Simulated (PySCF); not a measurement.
Compound: pyranone, C5H4O2.
Cartesian coordinates in Å at the B3LYP/6-31+G* level; atoms count from 1:
```
atom  x, y, z in Å
O1    -1.0757    2.6293   -0.1367
C2    -0.5891    1.4982   -0.2023
C3    -1.3939    0.2704   -0.2525
C4    -0.8077   -0.9415   -0.3286
O5     0.5401   -1.1238   -0.3634
C6     1.3345   -0.0201   -0.3156
C7     0.8563    1.2383   -0.2394
H8    -2.4754    0.3508   -0.2278
H9    -1.3286   -1.8911   -0.3700
H10    2.3826   -0.2945   -0.3476
H11    1.5408    2.0791   -0.2045
```

Computed with B3LYP/6-31+G* geometry optimisation, gas phase (PySCF 2.14.0).

Take the most abundant isotopes and a rigid rotor. 

(1) What are A, B and C (cm⁻¹)?

(2) What kind of rotor is it?

(3) Is it planar, by Δ = Ic − Ia − Ib?

(4) Predict some low-J microwave lines.

(5) Estimate the classical rotational partition function at 25 K, 298.15 K and 500 K.

Results:

(1) Ia = 86.49, Ib = 187.20, Ic = 273.68 u·Å²; 505379 MHz·u·Å²/I gives 5843, 2700 and 1847 MHz, that is A = 0.19491, B = 0.09005, C = 0.06160 cm⁻¹.

(2) An asymmetric top. Ray's parameter κ = (2B − A − C)/(A − C) = -0.573; −1 is the prolate and +1 the oblate limit.

(3) Planar: Δ = Ic − Ia − Ib = 0.00 u·Å². For a rigid frame Δ = −2 Σ m c², so it vanishes when all atoms lie in the ab plane; here none is more than 0.01 Å from it.

(4) The dipole components are |μa| = 4.20 D, |μb| = 0.00 D, |μc| = 0.00 D; the symmetry axis of this C2v structure is a, so μb and μc vanish by symmetry and there are no b-type or c-type lines. Some lines, for components of 0.1 D or more:

| type | branch | J(Ka,Kc) | MHz | lower level (cm⁻¹) |
| --- | --- | --- | --- | --- |
| a | Q | 3(2,1) ← 3(2,2) | 727 | 1.386 |
| a | Q | 1(1,0) ← 1(1,1) | 853 | 0.257 |
| a | Q | 2(1,1) ← 2(1,2) | 2559 | 0.531 |
| a | R | 1(0,1) ← 0(0,0) | 4546 | 0.000 |
| a | Q | 3(1,2) ← 3(1,3) | 5102 | 0.941 |
| a | R | 2(1,2) ← 1(1,1) | 8239 | 0.257 |
| a | R | 2(0,2) ← 1(0,1) | 8941 | 0.152 |
| a | R | 2(1,1) ← 1(1,0) | 9946 | 0.285 |
| a | R | 3(1,3) ← 2(1,2) | 12272 | 0.531 |
| a | R | 3(0,3) ← 2(0,2) | 13063 | 0.450 |
| a | R | 3(2,2) ← 2(2,1) | 13639 | 0.931 |
| a | R | 3(2,1) ← 2(2,0) | 14215 | 0.936 |
| a | R | 3(1,2) ← 2(1,1) | 14814 | 0.617 |

(5) Point group C2v, symmetry number σ = 2; q = (√π/σ)·√((kT/h)³/(ABC)), k/h = 20836.6 MHz/K: 1950 at 25 K, 80400 at 298.15 K, 175000 at 500 K.

B3LYP/6-31+G* frequencies: not computed here. Zero-point vibration and centrifugal distortion are left out.
